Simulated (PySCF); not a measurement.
C₂H₇ClInNO (SMILES CC[O][In]([NH2])[Cl]), singlet, at a GFN2-xTB geometry (such geometries of metal compounds can be far from the true shape) (all electrons, no relativity), with bond 9-5 at 2.4 times its length.

PySCF was given this input:
```python
from pyscf import gto, scf, mcscf
import numpy

mol = gto.M(
    atom='''
In   -0.14339120    0.53238296    0.13047434
Cl    1.83838091    0.02335389    1.19919179
O    -1.32083082   -0.98505475   -0.45070962
C    -0.82846459   -2.28164652   -0.62439770
C     0.16262085   -2.38739780   -1.77751691
H    -0.36111401   -2.66051278    0.29735656
H    -1.70858097   -2.90538789   -0.83504065
H     1.04844443   -1.78542350   -1.54804946
H     0.88061896   -4.87098404   -2.13762285
H    -0.29066084   -2.00562438   -2.69054431
N    -0.87916957    2.40990178   -0.29826481
H    -0.78663594    3.01155398    0.51608380
H    -1.87365010    2.30923038   -0.48672924
''',
    basis='sto-3g',
    verbose=4,
)

mf = scf.RHF(mol)
mf.kernel()
mc = mcscf.CASCI(mf, 4, 2)
mc.fix_spin_(ss=0.0)
mc.kernel()
occ = numpy.linalg.eigvalsh(mc.fcisolver.make_rdm1(mc.ci, mc.ncas, mc.nelecas))[::-1]
ss = mc.fcisolver.spin_square(mc.ci, mc.ncas, mc.nelecas)[0]
print('natural occupations', occ.round(4), ' <S^2>', round(ss, 4))
```

Q: What total energy does CASCI(2,4)/STO-3G (PySCF) give?

A: -6343.8524 Eh

Q: What is the computed SCF-reference HOMO energy (CASCI(2,4)/STO-3G)?

A: -5.47 eV

Q: What SCF-reference HOMO-LUMO gap does CASCI(2,4)/STO-3G give?

A: 7.94 eV

Q: Estimate the nuclear repulsion energy that CASCI(2,4)/STO-3G returns for this input.

A: 714.9326 Eh

Q: Give the SCF-reference Mulliken (on the basis functions themselves) charges in atom order at the level CASCI(2,4)/STO-3G.

A: In1 1.13, Cl2 -0.47, O3 -0.41, C4 0.00, C5 -0.08, H6 0.04, H7 0.06, H8 0.04, H9 -0.06, H10 0.06, N11 -0.55, H12 0.13, H13 0.13

Q: Give the number of basis functions at the level CASCI(2,4)/STO-3G.

A: 63
